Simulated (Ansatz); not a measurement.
`CB[SiH2]Cl` from Hartree–Fock to CCSD(T)

```xyz
10

C     1.243    0.632   -0.760
B     0.554   -0.007    0.474
Si   -1.362   -0.620    0.378
Cl   -2.188   -1.036    2.227
H     0.758    0.483   -1.727
H     1.197    1.715   -0.548
H     2.310    0.404   -0.837
H     1.165   -0.101    1.500
H    -1.444   -1.866   -0.435
H    -2.234    0.396   -0.272
```

Charge 0, multiplicity 1. The structure was optimised at the PBE0-D4/def2-TZVP level. It is one conformer, not always the lowest. Frozen core, restricted reference, Ansatz. CBS rows extrapolate triple and quadruple zeta; past MP2 they add the triple-zeta difference.

```tsv
basis	HF (Eh)	MP2 corr.	CCSD corr.	(T)	CCSD(T) total
def2-SVP	-814.22441	-0.45518	-0.51586	-0.01285	-814.75312
def2-TZVPP	-814.55797	-0.58706	-0.64783	-0.02462	-815.23042
def2-QZVPP	-814.58287	-0.63377	–	–	–
CBS(def2)	-814.58630	-0.66837	-0.72914	as TZ	-815.34006
```
